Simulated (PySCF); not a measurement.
# SiB2H4O6

The system: SiB2H4O6, a silylene (divalent Si1, bonded to 2 O); neutral, singlet. The structure, one conformer, was relaxed in the gas phase by PBE0-D3(BJ)/def2-SVP. No frequency run checks that it is a minimum.

SMILES: OB(O)O[Si]OB(O)O

Coordinates in Å:
```
Si1    -0.104   -2.197   -0.175
O2      1.267   -1.278   -0.105
B3      1.989   -0.089   -0.017
O4      3.241   -0.051   -0.547
O5      1.503    1.020    0.573
O6     -1.341   -1.062   -0.333
B7     -1.794    0.162    0.055
O8     -1.213    0.784    1.135
O9     -2.819    0.788   -0.580
H10     3.484   -0.903   -0.917
H11     0.597    0.917    0.909
H12    -1.634    1.629    1.327
H13    -3.161    0.264   -1.311
```

Shieldings: GIAO PBE0/pcSseg-1. Shifts are against computed references at the same level: H TMS (σ 31.27 ppm), Si TMS (σ 352.0 ppm). Core levels by delta-SCF with SCAN, pcX-2 on the ionised atom and pcseg-1 elsewhere, spin-free X2C (2p3/2 is the spin-free 2p value less a third of a first-order spin-orbit splitting); from the vacuum level, for chosen atoms.

(1) Give the shieldings and core levels atom by atom.

(2) Which of O2, O4, O6 holds its core electrons tightest, and by how much against the loosest?

(3) By CAM-B3LYP/def2-SVPD (TDDFT singlets, Tamm-Dancoff triplets, ionisation by delta-SCF), where does absorption start, and what does vertical ionisation take?

## Answers

(1) 
```
atoms   bonded to  σ (ppm)  δ (ppm)  core level (eV)
  Si1         2 O    330.3     21.7     2p3/2 108.30
   O2  1 B + 1 Si    104.0        -        1s 538.24
   B3         3 O     85.8        -        1s 198.20
   O4   1 B + 1 H    241.6        -        1s 538.88
   O5   1 B + 1 H    234.4        -                -
   O6  1 B + 1 Si    114.8        -        1s 538.49
   B7         3 O     85.0        -                -
   O8   1 B + 1 H    245.7        -                -
   O9   1 B + 1 H    240.3        -                -
  H10         1 O    28.49     2.78                -
  H11         1 O    24.58     6.69                -
  H12         1 O    27.86     3.40                -
  H13         1 O    27.94     3.33                -
```

Values are those of this one static structure; atoms that internal rotation interchanges would show their mean in an NMR spectrum.

(2) O4 (bonded to 1 B + 1 H), by 0.65 eV over O2 (bonded to 1 B + 1 Si).

(3) The lowest singlet lies at 5.20 eV (f 0.126), the strongest of the first 6 at 7.38 eV (f 0.217), the lowest triplet at 2.98 eV; vertical ionisation takes 10.00 eV.
